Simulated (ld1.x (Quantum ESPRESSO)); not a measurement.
Before and after: TM potential for Ti

- Element: titanium (Ti)
- Generator: ld1.x (Quantum ESPRESSO) 7.5
- Type: norm-conserving Troullier–Martins (Kleinman–Bylander form)
- Functional: LDA (PZ)
- Relativity: scalar-relativistic
- Frozen core: [Ar]
- Valence charge: 4
- Reference configuration: 3d2 4s2 4p0
- Partial waves: 4s (bound): rc 2.40 bohr; 4p (bound, empty): rc 1.30 bohr; 3d (bound): rc 2.50 bohr
- Local potential: the d channel
- Core correction: Bessel-smoothed model core, default radius (core density twice the valence density)

All-electron outer shells of the reference configuration (LDA (PZ), scalar-relativistic, ld1.x):

| shell | level (eV) | outermost node (bohr) | outermost maximum (bohr) |
| --- | --- | --- | --- |
| 3s | -62.26 | 0.40 | 0.87 |
| 3p | -38.78 | 0.37 | 0.90 |
| 4s | -4.60 | 1.25 | 2.88 |
| 3d | -4.46 | – | 0.97 |
| 4p | -1.54 | 1.39 | 3.80 |

Change: all radii but the core radius scaled by about 1.30 (s 3.12, p 1.70, d 3.26 bohr).

Cutoffs: the cutoffs (Ry, on a coarse ladder) from which the occupation-weighted sum of valence levels, in a spherical-Bessel basis at the reference potential, stays within 10 and 1 mRy of its value at 400 Ry; they do not see the model core or the augmentation charge, which bear on the density cutoff. Errors are all-electron minus pseudo energies relative to the spin-unpolarised reference configuration.

Q: What does the change do?

A: The potential gets softer (40 Ry and 45 Ry → 25 Ry and 30 Ry); both files keep a bound ghost (p, s); the number of tests that count goes from 8 to 9; of the 8 tests that both files solve, the error grows in 6 and shrinks in 2 by more than 15 % and 0.3 meV (median size 66.8 → 50.0 meV). A larger radius leaves more room for a smooth pseudo-wave, so fewer plane waves are needed.

| quantity | base | changed |
| --- | --- | --- |
| cutoff, loose | 40 Ry | 25 Ry |
| cutoff, tight | 45 Ry | 30 Ry |
| loose cutoff by channel (10 mRy a level) | s 6 Ry, d 35 Ry | s 6 Ry, d 21 Ry |
| bound ghosts | p, s | p, s |
| tests counted (converged, no solver errors) | 8 of 9 | 9 of 9 |
| error for 3d2 4s1 4p0, meV [ΔE 7.54 eV] | -3.3 | -13 |
| error for 3d2 4s0 4p0, meV [ΔE 21.34 eV] | -34 | -76 |
| error for 3d1 4s0 4p0, meV [ΔE 48.53 eV] | -302 | +24 |
| error for 3d2 4s1.5 4p0, meV [ΔE 3.02 eV] | -0.6 | -2.7 |
| error for 3d1 4s2 4p0, meV [ΔE 9.98 eV] | -112 | +158 |
| error for 3d2.5 4s1.5 4p0, meV [ΔE 0.32 eV] | -28 | +12 |
| error for 3d2 4s2 4p0 (spin-polarised), meV [ΔE -0.67 eV] | +100 | +126 |
| error for 3d2 4s1 4p0 (spin-polarised), meV [ΔE 6.29 eV] | +115 | +167 |

Base: Tests not counted: 3d1 4s2 4p1 (solver errors, printed error -2.6 eV). The 4p radius (1.30 bohr) lies inside the outermost node of the all-electron wave (1.39 bohr), which a nodeless pseudo-wave cannot match soundly. Changed file: The cutoffs count occupied waves only; the empty 4p level needs 140 Ry at the loose tolerance. A true bound ghost makes a file unfit for plane-wave use even where its test errors are small: the radial tests pick states by their node count and pass the ghost by. Where a test does run into it, the solver fails or the error is huge.
